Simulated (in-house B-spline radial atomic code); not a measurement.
Successive ionisation energies of titanium; each step leads to the configuration of the next row (after the last: bare). Dirac energy differences include first-order Breit, QED and recoil terms. NIST's values go from ground level to ground level; the uncertainty of those that are theory runs from under 0.1 % in few-electron ions to several per cent in heavy many-electron ones. Computed with a B-spline radial code for spherical atoms: Dirac-Hartree-Fock, average of the configuration, finite nuclei.

| ion | configuration | ionisation energy (eV) | tabulated value (eV) | tabulated kind | computed minus tabulated (eV) | highest orbital | largest mean radius (bohr) |
| --- | --- | --- | --- | --- | --- | --- | --- |
| Ti10+ | [Ne] 3s2 | 262.6 | 265.07 | semi-empirical | -2 | 3s1/2 | 0.87004 |
| Ti11+ | [Ne] 3s1 | 290.9 | 291.5 | semi-empirical | -1 | 3s1/2 | 0.85272 |
| Ti12+ | [He] 2s2 2p6 | 788.0 | 787.67 | measured | 0 | 2p3/2 | 0.31826 |
| Ti13+ | [He] 2s2 2p5 | 868.0 | 864 | semi-empirical | 4 | 2p3/2 | 0.31336 |
| Ti14+ | [He] 2s2 2p4 | 950.9 | 944.5 | semi-empirical | 6 | 2p3/2 | 0.30858 |
| Ti15+ | [He] 2s2 2p3 | 1036.7 | 1042.5 | semi-empirical | -6 | 2p3/2 | 0.30392 |
| Ti16+ | [He] 2s2 2p2 | 1125.4 | 1130.2 | semi-empirical | -5 | 2p3/2 | 0.29938 |
| Ti17+ | [He] 2s2 2p1 | 1217.0 | 1220.3 | semi-empirical | -3 | 2p3/2 | 0.29496 |
| Ti18+ | [He] 2s2 | 1340.0 | 1346.3 | semi-empirical | -6 | 2s1/2 | 0.29065 |
| Ti19+ | [He] 2s1 | 1425.1 | 1425.257 | tabulated theory | 0 | 2s1/2 | 0.28669 |
| Ti20+ | 1s2 | 6247.6 | 6249.023 | tabulated theory | -1 | 1s1/2 | 0.06878 |
| Ti21+ | 1s1 | 6625.8 | 6625.81 | tabulated theory | 0 | 1s1/2 | 0.067592 |

Where is the largest jump?

From Ti19+ to Ti20+, by a factor of 4.38 (1425.1 to 6247.6 eV); the highest orbital goes from 2s1/2 to 1s1/2.

Where a p, d or f electron is removed, the computed value is a mean over both j, so it misses the tabulated one by a part of the spin-orbit splitting; averaging over terms and missing correlation add to the gap, relatively most at low charge.
